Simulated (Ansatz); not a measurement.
A run for Ansatz (an electronic-structure program): R-CAM-B3LYP/def2-TZVPPD on AsH3 (SMILES [AsH3]). Files ending in .json are basis or fitting sets from the Basis Set Exchange.

Ansatz 0.2 input:
```yaml
crystal:
  periodic: [false, false, false]
  atoms:
    - {symbol: As, position_ang: [-0.16615097, 0.28404701, 2.80959058]}
    - {symbol: H, position_ang: [0.62439474, -0.09216898, 4.04940483]}
    - {symbol: H, position_ang: [-1.49522954, -0.17146123, 3.38382181]}
    - {symbol: H, position_ang: [-0.35317878, 1.72967847, 3.23249768]}
basis:
  gaussian:
    orbitals: def2-TZVPPD.json
hamiltonian:
  xc: {name: CAM-B3LYP}
scf: {lower_state_search: off}
```

It printed:

```
WARN ansatz: RAYON_NUM_THREADS=2 ignored (pool sized by the plan → 2); use --threads N
Functional definition: CAM-B3LYP
these checks for a lower state are left out or cut short: stability, starts, cluster_reference, orbital_swaps, neighbouring_geometries, increment
integrals: 0.03 GiB planned
602 factors; their error is unknown
integrals: 0.06 GiB planned
155 factors; integrals over basis functions are off by at most 2.9e-5 eV
mean field: 0.32 GiB planned
mean field evaluation 1: about -60892.8611 eV, gradient 1.1e1 eV
mean field evaluation 2: about -60892.9687 eV, gradient 7.1e0 eV
mean field evaluation 4: about -60892.9979 eV, gradient 3.2e-1 eV
mean field evaluation 8: about -60893.1780 eV, gradient 1.8e-3 eV
mean field -60893.17796779 eV, -2237.7830154378 hartree, gradient 5.4e-6 eV, S^2 0.000000; 0 other end points of the search recorded, 0 dependent functions left out
reference -60893.17806261 eV, -2237.7830189225 hartree; 18, 18 occupied and 87, 87 virtual orbitals, 602 factors
Total energy: -60893.17806261 eV, -2237.7830189225 hartree
Checks for a lower state left out: stability, starts, cluster_reference, orbital_swaps, neighbouring_geometries, increment
```

The calculation finished and met its thresholds.

Cost: around 0.7 core-seconds (rough).
